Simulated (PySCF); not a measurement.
Compound: C5H13AlF3N.
SMILES with atom numbers: `[CH3:1][N+:2]([CH3:3])([CH3:4])[AlH2-:5][CH2:6][C:7]([F:8])([F:9])[F:10]` (hydrogens: H11, H12, H13 on C1; H14, H15, H16 on C3; H17, H18, H19 on C4; H20, H21 on Al5; H22, H23 on C6)

Cartesian coordinates in Å at the PBE0-D3(BJ)/def2-SVP level; atoms count from 1:
```
atom  x, y, z in Å
C1    -1.1969    1.3807   -0.7512
N2    -1.1994    0.0421   -0.1508
C3    -2.4101   -0.1506    0.6577
C4    -1.1144   -0.9932   -1.1875
Al5    0.4124   -0.1450    1.1492
C6     1.9692    0.3082   -0.0404
C7     3.2425   -0.3229    0.4095
F8     4.3362    0.1619   -0.2062
F9     3.2475   -1.6493    0.1969
F10    3.4463   -0.1409    1.7301
H11   -2.0833    1.5255   -1.3935
H12   -1.1999    2.1380    0.0449
H13   -0.2915    1.5133   -1.3585
H14   -3.3153   -0.0813    0.0293
H15   -2.4502    0.6163    1.4429
H16   -2.3744   -1.1385    1.1373
H17   -1.9884   -0.9474   -1.8606
H18   -0.2009   -0.8514   -1.7797
H19   -1.0713   -1.9823   -0.7122
H20    0.2204   -1.6812    1.5633
H21    0.0244    1.0039    2.2013
H22    2.1213    1.3998   -0.0255
H23    1.8241    0.0178   -1.0936
```

Theory: TDDFT B3LYP/def2-SVPD, vertical, gas phase, core orbitals frozen in the response in PySCF 2.14.0, density-fitted response routines.

Transition dipole moments from the ground state, in atomic units and in the frame of the coordinates above (overall signs are arbitrary), for the states with f of 0.002 or more among the lowest 9:

```
state  E (hartree)      μx      μy      μz
   S1       0.2366   0.031  -0.374  -0.080
   S2       0.2441   0.176  -0.057   0.073
   S4       0.2604   0.491   0.128  -0.137
   S6       0.2759   0.208   0.068  -0.498
   S7       0.2763   0.019  -0.452   0.130
   S8       0.2786  -0.530  -0.110  -0.027
   S9       0.2795  -0.111   0.458   0.325
```

(1) What oscillator strength does each state have?

(2) Which bond between heavy atoms lies closest to the direction of the S9 transition dipole?

(3) What angle do the transition dipoles of S8 and S9 make?

(4) How is the summed strength of these states shared among x, y and z?

(5) What peak molar absorption coefficient would the strongest computed level give as a lone Gaussian band 0.5 eV wide at half height?

Answers

(1) f = (2/3) ΔE |μ|² with ΔE in hartree (27.2114 eV).

| state | \|μ\|² (au) | \|μ\| (D) | f |
| --- | --- | --- | --- |
| S1 | 0.147 | 0.98 | 0.023 |
| S2 | 0.039 | 0.50 | 0.006 |
| S4 | 0.276 | 1.34 | 0.048 |
| S6 | 0.296 | 1.38 | 0.054 |
| S7 | 0.222 | 1.20 | 0.041 |
| S8 | 0.293 | 1.38 | 0.054 |
| S9 | 0.327 | 1.45 | 0.061 |

(2) N2–C4, at 12° from it; next C7–F9 at 28°.

(3) |cos θ| = |μa·μb| / (|μa| |μb|) = 0.00, so θ ≈ 90° (taken between 0 and 90°, since the signs are arbitrary).

(4) (2/3) Σ ΔE μα² gives 0.109 for x, 0.105 for y and 0.074 for z, 0.288 in all.

(5) ε(max) = 2.175×10⁸ f / FWHM, with the width in cm⁻¹. S9: 2.175×10⁸ × 0.0610 / 4033 ≈ 3300 L mol⁻¹ cm⁻¹.

The vertical ionisation energy (ΔSCF) is 9.69 eV, 2.09 eV above S9.

The run took 5.6 min on Arm Neoverse V1, one thread, shared host with 64 logical CPUs at a one-minute load of 21, and the process peaked at 1.5 GiB of memory.

One conformer stands for the species.
